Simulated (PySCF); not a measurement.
Isomers of C7H17OP, mass 148.102 u with the commonest isotopes. Level of theory: PBE0/pcSseg-1 in PySCF (dipole) on a GFN2-xTB geometry, gas phase. One conformer each, none proved a minimum here; rigid rotors.

Question: Order these by radius of gyration √(Σ m r²/M), smallest first.
A. `[CH3:1][C:2]([CH3:3])([CH3:4])[CH2:5][P:6]([CH3:7])([CH3:8])=[O:9]` with C2–C5–P6–C7 93°
B. `[CH3:1][CH2:2][CH2:3][P@@H:4](=[O:5])[C@H:6]([CH3:7])[CH2:8][CH3:9]` with C1–C2–C3–P4 62°, C2–C3–P4–O5 45°, C3–P4–C6–C7 -56°, P4–C6–C8–C9 -61°
C. `[CH3:1][CH2:2][P@:3]([CH3:4])(=[O:5])[C:6]([CH3:7])([CH3:8])[CH3:9]` with C1–C2–P3–C4 72°
D. `[CH3:1][CH2:2][C:3]([CH3:4])([CH3:5])[P:6]([CH3:7])([CH3:8])=[O:9]` with C1–C2–C3–C4 -58°, C2–C3–P6–C7 159°
E. `[CH3:1][CH2:2][P@H:3](=[O:4])[C:5]([CH3:6])([CH3:7])[CH2:8][CH3:9]` with C1–C2–P3–O4 -56°, C2–P3–C5–C6 -168°, P3–C5–C8–C9 -57°
F. `[CH3:1][O:2][CH2:3][P:4]([CH3:5])[C:6]([CH3:7])([CH3:8])[CH3:9]` with C1–O2–C3–P4 -69°, O2–C3–P4–C5 -60°

Answer: D (2.013 Å), C (2.075 Å), E (2.149 Å), A (2.174 Å), F (2.251 Å), B (2.307 Å).

Question: Order these by rotational constant C, largest first.
A. `[CH3:1][CH2:2][C:3]([CH3:4])([CH3:5])[P:6]([CH3:7])([CH3:8])=[O:9]` with C1–C2–C3–C4 -58°, C2–C3–P6–C7 159°
B. `[CH3:1][CH2:2][P@H:3](=[O:4])[C:5]([CH3:6])([CH3:7])[CH2:8][CH3:9]` with C1–C2–P3–O4 -56°, C2–P3–C5–C6 -168°, P3–C5–C8–C9 -57°
C. `[CH3:1][CH2:2][CH2:3][P@@H:4](=[O:5])[C@H:6]([CH3:7])[CH2:8][CH3:9]` with C1–C2–C3–P4 62°, C2–C3–P4–O5 45°, C3–P4–C6–C7 -56°, P4–C6–C8–C9 -61°
D. `[CH3:1][O:2][CH2:3][P:4]([CH3:5])[C:6]([CH3:7])([CH3:8])[CH3:9]` with C1–O2–C3–P4 -69°, O2–C3–P4–C5 -60°
E. `[CH3:1][CH2:2][P@:3]([CH3:4])(=[O:5])[C:6]([CH3:7])([CH3:8])[CH3:9]` with C1–C2–P3–C4 72°

Answer: A (1058 MHz), E (974.4 MHz), B (845.5 MHz), D (760.9 MHz), C (694.3 MHz).

Question: Order these by dipole moment, largest first.
A. `[CH3:1][CH2:2][P@H:3](=[O:4])[C:5]([CH3:6])([CH3:7])[CH2:8][CH3:9]` with C1–C2–P3–O4 -56°, C2–P3–C5–C6 -168°, P3–C5–C8–C9 -57°
B. `[CH3:1][CH2:2][P@:3]([CH3:4])(=[O:5])[C:6]([CH3:7])([CH3:8])[CH3:9]` with C1–C2–P3–C4 72°
C. `[CH3:1][O:2][CH2:3][P:4]([CH3:5])[C:6]([CH3:7])([CH3:8])[CH3:9]` with C1–O2–C3–P4 -69°, O2–C3–P4–C5 -60°
D. `[CH3:1][CH2:2][CH2:3][P@@H:4](=[O:5])[C@H:6]([CH3:7])[CH2:8][CH3:9]` with C1–C2–C3–P4 62°, C2–C3–P4–O5 45°, C3–P4–C6–C7 -56°, P4–C6–C8–C9 -61°

Answer: A (3.90 D), B (3.75 D), D (3.53 D), C (0.94 D).

| SMILES | point group | Ia (u·Å²) | Ib (u·Å²) | Ic (u·Å²) | κ | μa (D) | μb (D) | μc (D) |
| --- | --- | --- | --- | --- | --- | --- | --- | --- |
| CCC[P@@H](=O)[C@H](C)CC | C1 | 220.77 | 627.91 | 727.85 | -0.86 | 0.22 | 1.40 | 3.24 |
| CC[P@](C)(=O)C(C)(C)C | C1 | 261.98 | 494.65 | 518.66 | -0.90 | 0.82 | 1.28 | 3.43 |
| CC[P@H](=O)C(C)(C)CC | C1 | 285.05 | 485.05 | 597.73 | -0.58 | 1.74 | 3.37 | 0.92 |
| COCP(C)C(C)(C)C | C1 | 221.57 | 615.46 | 664.23 | -0.92 | 0.83 | 0.43 | 0.10 |
| CCC(C)(C)P(C)(C)=O | C1 | 308.27 | 414.56 | 477.82 | -0.45 | 0.27 | 2.52 | 2.85 |
| CC(C)(C)CP(C)(C)=O | C1 | 234.83 | 575.28 | 589.62 | -0.97 | 0.07 | 1.19 | 3.56 |
